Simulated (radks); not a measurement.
All-electron atom: Co+ in [Ar] 3d6.5 4s1 4p0.5 (fractional occupations, a model configuration).

All-electron calculation, non-relativistic Kohn-Sham, TPSS, spin-polarised, spherical densities, point nucleus; open shells are filled with parallel spins first; meta-GGA in the generalised Kohn-Sham scheme. Program: a radial shooting solver on a logarithmic mesh with Libxc functionals.

Energy parts (eV):
total: -37614.124
kinetic: 37586.480
electron-nucleus: -89310.832
Hartree: 15713.009
exchange-correlation: -1602.781

Orbitals (lengths in bohr, moments of r in powers of bohr; <r^-3> diverges for s and p1/2):
orbital  occ.  eigenvalue (eV)     <r^2>  <r^-3>
1s up       1        -7543.345  0.004336       -
1s down     1        -7543.289  0.004336       -
2s up       1        -899.5061   0.07882       -
2s down     1        -897.7380   0.07862       -
2p up       3        -781.1141   0.06287   526.5
2p down     3        -779.6805   0.06266   527.8
3s up       1        -115.4154    0.7009       -
3s down     1        -111.1578    0.7044       -
3p up       3         -79.9395    0.7816   66.47
3p down     3         -75.6859    0.7878   65.70
3d up       5         -22.1949     1.279   6.320
3d down   1.5         -18.0756     1.368   6.136
4s up       1         -14.7335     7.220       -
4s down     0         -12.3552     7.973       -
4p up     0.5          -8.9689     11.09   4.084
4p down     0          -7.1801     12.41   3.279

The highest occupied level is 4p up at -8.969 eV. The configuration is held as typed, so some empty levels lie below it. The density falls to 0.001 e/bohr^3 at r = 4.02 bohr. Summed over all electrons, <r^2> = 27.87 bohr^2, which gives a Langevin (diamagnetic) susceptibility term of -22.1 x 10^-6 cm^3/mol. Virial ratio -V/T = 2.00074. The electron density at the nucleus is 1.338e+04 e/bohr^3. The spin density at the nucleus is 6.433 e/bohr^3 (1s 0.043, 2s -1.432, 3s 0.778, 4s 7.044), a Fermi contact field of 337 T.
